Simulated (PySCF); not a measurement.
## C6H11O: g tensor and hyperfine couplings

Species: C6H11O (doublet state).
Atom-mapped SMILES: `[CH:1]1[CH2:2][CH2:3][CH2:4][CH2:5][O:6][CH2:7]1` (hydrogens: H8 on C1; H9, H10 on C2; H11, H12 on C3; H13, H14 on C4; H15, H16 on C5; H17, H18 on C7)

The calculation used UKS B3LYP, pcH-1 on C H O, non-relativistic, mean-field spin-orbit, GIAO in PySCF. Isolated species at its GFN2-xTB geometry (one conformer only). The geometry wasn't refined by DFT: couplings that depend on bond lengths, twists or pyramidal angles can differ widely from those at the functional's own minimum. Stability of the SCF solution: not tested.

- g1, g2, g3: 2.00205, 2.00276, 2.00281
- g_iso: 2.00254
- Form of g: close to axial: the two nearest values differ by 6 % of g3 − g1
- ⟨S²⟩: 0.7539 (exact 0.7500)
- α and β electrons: 28, 27
- HOMO–LUMO gap, α and β orbitals: 6.55, 5.45 eV
- Total energy: -310.44133 Eh
- Basis functions: 285

Isotropic coupling and dipolar principal values T1 to T3, in MHz:

```csv
atom,isotope,a_iso,T1,T2,T3,Mulliken spin population
C1,13C,90.3,-79.2,-78.7,157.8,1.01
C2,13C,-31.2,-2.3,0.6,1.7,-0.08
C3,13C,80.8,-6.2,-5.8,12.0,0.05
C4,13C,-3.2,-0.6,-0.6,1.1,0.00
C5,13C,-0.7,-1.4,0.4,1.0,0.01
O6,17O,-22.4,-8.8,3.9,4.9,0.02
C7,13C,-30.8,-2.3,-0.2,2.5,-0.07
H8,1H,-59.5,-38.0,0.0,38.0,-0.04
H9,1H,28.6,-4.7,-4.3,9.0,0.01
H10,1H,41.9,-4.6,-4.2,8.7,0.02
H11,1H,-2.9,-6.1,-1.8,8.0,0.00
H12,1H,11.7,-3.6,-1.8,5.4,0.01
H13,1H,0.2,-1.7,-1.3,2.9,0.00
H14,1H,0.7,-1.4,-0.9,2.3,0.00
H15,1H,-1.4,-1.6,-1.1,2.7,0.00
H16,1H,2.4,-3.9,-2.9,6.7,0.00
H17,1H,130.7,-6.4,-2.1,8.6,0.05
H18,1H,49.5,-5.7,-4.0,9.7,0.02
```

Largest spin populations (Mulliken): C1 (+1.01), C2 (-0.08) and C7 (-0.07). No atom but C1 exceeds +0.15. The positive populations add up to 1.20 and the negative ones to -0.20, together 2S = 1. The angles at C1 add up to 359.4°, so it is planar; its axial dipolar tensor and the negative coupling of its proton fit spin in a p orbital normal to that plane.

Axes: g2 points within 13° of the C1–C7 bond.

Under fast tumbling the dipolar parts average out, and these isotropic splittings remain: 2 × 1H (H17/H18, I = 1/2, 3 lines) with 3.21 mT, 1 × 1H (H8, I = 1/2, 2 lines) with 2.12 mT, 2 × 1H (H9/H10, I = 1/2, 3 lines) with 1.26 mT and 2 × 1H (H11/H12, I = 1/2, 3 lines) with 0.16 mT.

Nuclei that the bonding pattern makes equivalent are averaged, as if the motion that swaps them (rotation, inversion, ring flip) were fast. The 1H value of +90.1 MHz is a mean of couplings from 49.5 to 130.7 MHz in this one geometry, not an average over conformers. The 1H value of +4.4 MHz is a mean of couplings from -2.9 to 11.7 MHz in this one geometry, not an average over conformers.

The 17O coupling of O6 (-22.4 MHz) shows only in satellite lines or after enrichment, since that isotope makes up about 0.038 % of natural oxygen.

The 13C coupling of C1 (90.3 MHz) shows only in satellite lines or after enrichment, since that isotope makes up about 1.07 % of natural carbon.

Examples of negative spin density at the nucleus (bohr⁻³): C2 (-0.0278), C7 (-0.0274) and H8 (-0.0133).
